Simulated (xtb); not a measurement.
Cd(SH)2 (CdH2S2), SMILES [SH][Cd][SH]. All values are semi-empirical tight-binding results from xtb (GFN2-xTB unless named), good for trends rather than for accurate numbers. Coordinates come from a GFN2-xTB optimisation. One conformer was computed; it need not be the lowest.

For metal compounds this method's bond lengths and energies can be far off.

Computed properties:
| Item | Result |
|---|---|
| point group as xtb finds it | C2v |
| orbital gap | 2.59 eV |
| zero-point energy | 9.7 kcal/mol |
| G − E(el) at 298.15 K (modified RRHO) | -10.0 kcal/mol |
